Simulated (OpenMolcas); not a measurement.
Cr4+ (d2) among equal point charges was computed by CASSCF with the d shell active (OpenMolcas, ANO-RCC-VDZP on the metal). Its lowest spin-free states, and all those of the highest spin:

```csv
2S+1,Degeneracy,E (cm-1)
3,1,0.0
3,3,880.9
3,3,1582
1,2,16611
1,3,17222
3,3,20175
1,1,25418
1,3,25634
1,2,25866
1,3,26211
1,1,62111
```

Q: Is the site octahedral, tetrahedral or cube-like, axial, or of lower symmetry?

A: The states with 2S+1 = 3 have orbital degeneracies 1, 3, 3, 3. Threefold states need a cubic site. For d2 at this spin an octahedron puts the threefold T1 below the threefold T2 and a tetrahedron or cube puts the single A2 below the threefold T2, so the site is a tetrahedron or a cube, which this pattern cannot tell apart. The first gap at this spin, 881 cm-1, is |10Dq| in ligand-field theory. The run had Cr4+ among 4 point charges of -1 e arranged as a tetrahedron (Td), 1.9 Å from the ion.

Without dynamic correlation the repulsion within the d shell is too large (B by tens of per cent), so at a given field states of lower spin stand too high. The ground term spreads over less than 5000 cm-1, several times less than with real ligands, so orbital moments are less quenched and χT lies further from the spin-only value than at real sites. This is an electrostatic model: the charges have no orbitals. No measured value stands beside these numbers.
